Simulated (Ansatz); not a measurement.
`[CH3][Ge]([F])([F])[SiH3]` + `CBN[SiH3]` → `CBN([SiH3])[SiH3]` + `[CH3][GeH]([F])[F]`  (cleavage of the Si–Ge bond)

Gas-phase electronic energies from Ansatz, PBE0-D4/def2-TZVP geometries. CBS: MP2 limit from def2 TZ/QZ plus the TZ coupled-cluster correction, frozen cores. Functionals use def2-TZVPP. For Ge outer-core shells are correlated without core-valence functions, which leaves a few kJ/mol of doubt a bond. Scalar relativity is left out up to krypton. One conformer a species, not always the lowest.

```tsv
level	ΔE (kJ/mol)
r2SCAN-D4	-15.9
PBE0	-9.2
```

(1) What does CCSD(T)/CBS give? (Best estimate.)

Largest T1 diagnostic among the species: 0.012.

Answers

(1) Computed: -24.2 kJ/mol. The listed levels differ from it by 8.3, 15.0 kJ/mol.

The D4 term adds −5.9 kJ/mol with B3LYP and −3.1 kJ/mol with PBE0; it sums over pairs of atoms, weighted by their polarisabilities, and B3LYP, whose exchange is more repulsive, gets the larger term. From PBE to PBE0 (25 % exact exchange), in def2-TZVPP and without D4, ΔE moves by −8.0 kJ/mol.

B3LYP here is the variant with VWN-RPA as its local correlation; programs differ in this.
